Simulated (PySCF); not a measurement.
## Electron correlation in C⁺ (carbon, charge +1)

[He] 2s2 2p1, 2P determinant. All numbers are calculated (PySCF 2.14, the non-relativistic Hamiltonian (point nucleus), in 6-31G* (3s2p1d, 14 functions)). Frozen: 1s2; 3 electrons correlated.

MP2 pair energies summed by pair of shells (mhartree):

```
 pair  energy  share (%)
2s-2s  -26.25       61.5
2s-2p  -16.45       38.5
```

Total MP2 correlation energy: -42.70 mhartree.

Same-spin part -2.47 and opposite-spin part -40.23 mhartree; SCS-MP2 scales them by 1/3 and 6/5 to -49.10 mhartree.

```tsv
level	correlation energy (mhartree)
CCSD	-66.97
(T)	-0.72
CCSD(T)	-67.69
```

Diagnostics: T1 = 0.0078, D1 = 0.0138, largest double amplitude 0.138.

Cost of the coupled-cluster step: 0.13 s of wall time on 1 thread of Neoverse-N1 (shared host), for 3 correlated electrons.

Iterations:

```
CC2 = 0
CCSD nocc = (np.int64(2), np.int64(1)), nmo = (13, 13)
frozen orbitals [[0], [0]]
max_cycle = 100
direct = 0
conv_tol = 1e-08
conv_tol_normt = 1e-06
diis_space = 8
diis_start_cycle = 0
Init t2, MP2 energy = -0.0427019353700884
Init E_corr(UCCSD) = -0.0427019353701105
cycle = 1  E_corr(UCCSD) = -0.0566688502894471  dE = -0.0139669149  norm(t1,t2) = 0.054811
cycle = 2  E_corr(UCCSD) = -0.0621203848337812  dE = -0.00545153454  norm(t1,t2) = 0.0266118
cycle = 3  E_corr(UCCSD) = -0.0670476027925911  dE = -0.00492721796  norm(t1,t2) = 0.0136842
cycle = 4  E_corr(UCCSD) = -0.0669497465701202  dE = 9.78562225e-05  norm(t1,t2) = 0.000978221
cycle = 5  E_corr(UCCSD) = -0.0669791273352594  dE = -2.93807651e-05  norm(t1,t2) = 0.000137367
cycle = 6  E_corr(UCCSD) = -0.0669653885329213  dE = 1.37388023e-05  norm(t1,t2) = 3.22757e-05
cycle = 7  E_corr(UCCSD) = -0.0669702764942383  dE = -4.88796132e-06  norm(t1,t2) = 1.19943e-05
cycle = 8  E_corr(UCCSD) = -0.0669697569610746  dE = 5.19533164e-07  norm(t1,t2) = 1.90701e-06
cycle = 9  E_corr(UCCSD) = -0.0669696841900624  dE = 7.27710121e-08  norm(t1,t2) = 2.45111e-07
cycle = 10  E_corr(UCCSD) = -0.0669696858119242  dE = -1.62186171e-09  norm(t1,t2) = 1.7017e-08
UCCSD converged
E(UCCSD) = -37.35368471757352  E_corr = -0.06696968581192415
UCCSD(T) correction = -0.000718553172217733
```
